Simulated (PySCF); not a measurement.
Isotope clusters of molecular radical cations, worked from isotope masses and abundances (centroid m/z, relative intensity):

1. 195.9777 (100.0), 196.9779 (23.7), 197.9749 (47.6), 198.9749 (10.2), 199.9722 (5.9), 200.9721 (0.9)
2. 129.1148 (100.0), 130.1179 (8.2), 131.1202 (0.5)
3. 211.9183 (100.0), 212.9194 (11.1), 213.9152 (45.2), 214.9164 (4.8), 215.9119 (4.9), 216.9132 (0.4)
4. 168.0188 (100.0), 169.0196 (14.7), 170.0160 (39.7), 171.0167 (5.4), 172.0135 (2.6)

Lines and terms under 0.3 % are left out. Candidates, as SMILES:
A. `CC([SiH2]OC[SiH2]Cl)C`
B. `[SiH2]1[SiH2][SiH2][SiH2]C1CCCl`
C. `C=C[C@@H](OC)[C@@H](C)CN`
D. `O=S(=O)(Cl)c1ccc([SiH3])s1`

Question: Match clusters and compounds, and give each formula.

Answer: 
1 = B, C3H13ClSi4, monoisotopic mass of the neutral 195.9783 u; relative to that species, one 29Si gives 20.3 % at +1, one 13C gives 3.2 % at +1, one 37Cl gives 32.0 % at +2 and one 30Si gives 13.4 % at +2.
2 = C, C7H15NO, monoisotopic mass of the neutral 129.1154 u; relative to that species, one 13C gives 7.6 % at +1 and one 15N gives 0.4 % at +1.
3 = D, C4H5ClO2S2Si, monoisotopic mass of the neutral 211.9189 u; relative to that species, one 29Si gives 5.1 % at +1, one 13C gives 4.3 % at +1, one 33S gives 1.6 % at +1, one 37Cl gives 32.0 % at +2, one 34S gives 9.0 % at +2, one 30Si gives 3.3 % at +2 and one 18O gives 0.4 % at +2.
4 = A, C4H13ClOSi2, monoisotopic mass of the neutral 168.0193 u; relative to that species, one 29Si gives 10.2 % at +1, one 13C gives 4.3 % at +1, one 37Cl gives 32.0 % at +2 and one 30Si gives 6.7 % at +2.

Question: Weight all lines of cluster 4 by their intensities. What mean results?

Answer: 168.768 u over all lines, faint ones too (the ion lacks one electron, 0.0005 u); standard atomic weights give 168.767 g/mol for C4H13ClOSi2.

Question: Give the exact less the nominal mass of each, in mDa.

Answer: C4H13ClOSi2 +19.3, C3H13ClSi4 -21.7, C7H15NO +115.4, C4H5ClO2S2Si -81.1 (neutral, monoisotopic).

Abundances used (%; other tables differ somewhat): 35Cl 75.78, 37Cl 24.22; 12C 98.93, 13C 1.07; 28Si 92.2297, 29Si 4.6832, 30Si 3.0872; 1H 99.9885, 2H 0.0115; 16O 99.757, 17O 0.038, 18O 0.205; 14N 99.632, 15N 0.368; 32S 94.93, 33S 0.76, 34S 4.29, 36S 0.02.

A cluster can't tell isomers apart.

Masses and patterns are calculated from tabulated isotope masses and abundances.
